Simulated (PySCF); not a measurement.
# Substituent chemical shifts

Parent skeleton `[SiH3:1][PH3+:2]`; one hydrogen on atom 1 is replaced by X. Hydrogens on one atom are averaged.

Level of theory: GIAO PBE0/pcSseg-1 shieldings, PBE0-D3(BJ)/def2-SVP geometry, in PySCF 2.14 (gas phase, averaged over atoms made equivalent by symmetry, fast rotation or ring inversion, relativity neglected, one conformer).

δ = σ(ref) − σ, references computed at the same level: 29Si (σref 351.99) and 1H (σref 31.27) against TMS; 31P (σref 310.13) against H3PO4.

Parent (X = H): Si1 -72.8, P2 -172.3, H(Si1) 4.97, H(P2) 5.32 ppm. Effects are Δδ = δ(X) − δ(H), positive for deshielding.

Question: Order these by the shift of H(Si1), most shielded first.
A. X = N=CH2
B. X = OiPr
C. X = ethynyl

Answer: C (+0.42 ppm), B (+0.88 ppm), A (+1.31 ppm).

Question: Order these by the shift of P2, most shielded first.
A. X = NH2
B. X = SH
C. X = N=CH2
D. X = CH2F

Answer: A (-7.2 ppm), C (-0.7 ppm), D (+2.0 ppm), B (+5.3 ppm).

Question: Order these by the shift of H(P2), most shielded first.
A. X = NH2
B. X = CH2F
C. X = SH

Answer: A (-0.46 ppm), C (-0.22 ppm), B (-0.08 ppm).

Experimental scales use liquid or dissolved standards, which lie at an offset from isolated H3PO4.
